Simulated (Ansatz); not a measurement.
Coupled-cluster run, C2H3FSSi, SMILES `F[SiH]1CC1=S`.

```yaml
crystal:
  periodic: [false, false, false]
  atoms:
    - {symbol: F, position_ang: [-1.581868, 0.288240, 1.665404]}
    - {symbol: Si, position_ang: [-0.363640, 0.666235, 0.715320]}
    - {symbol: C, position_ang: [0.557110, -0.754602, -0.031121]}
    - {symbol: C, position_ang: [-0.211650, 0.088772, -1.015954]}
    - {symbol: S, position_ang: [-0.137552, 0.347902, -2.590763]}
    - {symbol: H, position_ang: [0.233447, 1.936195, 1.168064]}
    - {symbol: H, position_ang: [-0.012050, -1.654318, 0.236936]}
    - {symbol: H, position_ang: [1.608205, -0.975524, -0.203784]}
basis:
  gaussian: {orbitals: def2-SVP}
correlation: {method: ccsd_t}
```

```sh
$ ansatz run in.yaml --threads 2 --pin off --events-out ev --progress --plain --max-ram 4352MiB
```

The program prints (abridged):

```
Functional definition: HF
901 factors; integrals over basis functions are off by at most 1.3e-3 eV
mean field evaluation 1: about -23480.6573 eV, gradient 3.0e1 eV
mean field evaluation 2: about -23480.6616 eV, gradient 3.0e1 eV
mean field evaluation 4: about -23483.1578 eV, gradient 3.4e0 eV
mean field evaluation 8: about -23483.2142 eV, gradient 2.0e-1 eV
mean field evaluation 16: about -23483.2038 eV, gradient 9.3e-1 eV
mean field evaluation 32: about -23478.1911 eV, gradient 4.7e-3 eV
mean field -23483.21487228 eV, -862.9922290617 hartree, gradient 3.4e-6 eV, S^2 0.000000; 0 other end points of the search recorded, 0 dependent functions left out; unrestricted orbitals would lower it
13 core orbitals not correlated: weight in the atoms' cores, before any rotation towards them, 1.000 or more for the frozen orbitals, at most 0.000 for the correlated occupied ones
reference -23483.21487228 eV, -862.9922290617 hartree; 14, 14 occupied and 66, 66 virtual orbitals, 901 factors
second order -18.19177147 eV of doubles, -0.00000000 eV of singles
cycle   1  -18.54168839 eV  change   -3.5e-1 eV  update   1.2e-1
cycle   2  -19.07130505 eV  change   -5.3e-1 eV  update   3.7e-2
cycle   3  -19.21569079 eV  change   -1.4e-1 eV  update   2.0e-2
cycle   4  -19.20981711 eV  change    5.9e-3 eV  update   5.6e-3
cycle   5  -19.20891910 eV  change    9.0e-4 eV  update   2.5e-3
cycle   6  -19.20920153 eV  change   -2.8e-4 eV  update   8.2e-4
cycle   7  -19.20903752 eV  change    1.6e-4 eV  update   3.4e-4
cycle   8  -19.20904552 eV  change   -8.0e-6 eV  update   1.8e-4
cycle   9  -19.20910807 eV  change   -6.3e-5 eV  update   1.2e-4
cycle  10  -19.20908459 eV  change    2.3e-5 eV  update   8.3e-5
cycle  11  -19.20907456 eV  change    1.0e-5 eV  update   5.5e-5
cycle  12  -19.20908415 eV  change   -9.6e-6 eV  update   2.4e-5
perturbative correction -0.66073669 eV, -0.0242816254 hartree
Total energy: -23503.08469312 eV, -863.7224315092 hartree
```

Run time 4.4 s (2 threads of an Intel Xeon Platinum 8488C on a shared host); peak host memory 0.33 GiB.

MP2 recovers 91.6 % of the CCSD(T) correlation energy and the triples give 3.3 %; T1 = 0.0154.
